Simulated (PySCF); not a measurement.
CH₄AlBr, SMILES [CH3][AlH][Br]. Heavy atoms are numbered as in [AlH:1]([Br:3])[CH3:4]. Hydrogens are named by the atom that carries them.

Geometry: B3LYP-D3(BJ)/def2-SVP. A frequency run showed that this geometry is not a minimum.

The numbers are results of HF/pcSseg-1 in PySCF, not measurements.

GIAO shieldings, no solvent; atoms alike by connectivity are averaged. δ = σ(ref) − σ: ¹H against TMS (σ = 31.99 ppm); ¹³C against TMS (σ = 192.6 ppm), references at their B3LYP-D3(BJ)/def2-TZVP geometries, non-relativistic (without spin–orbit terms, shifts of atoms bonded to Cl or Br come out too high).

| atoms | nucleus | count | δ (ppm) |
|---|---|---|---|
| H on Al1 | ¹H | 1 | 5.11 |
| H on C4 | ¹H | 3 | 0.31 |
| C4 (CH3) | ¹³C | 1 | [?] |

Fill in the missing entries. (The exact figures need the calculation; the answer reports its results.)


- C4 (CH3), δ (ppm): -3.8
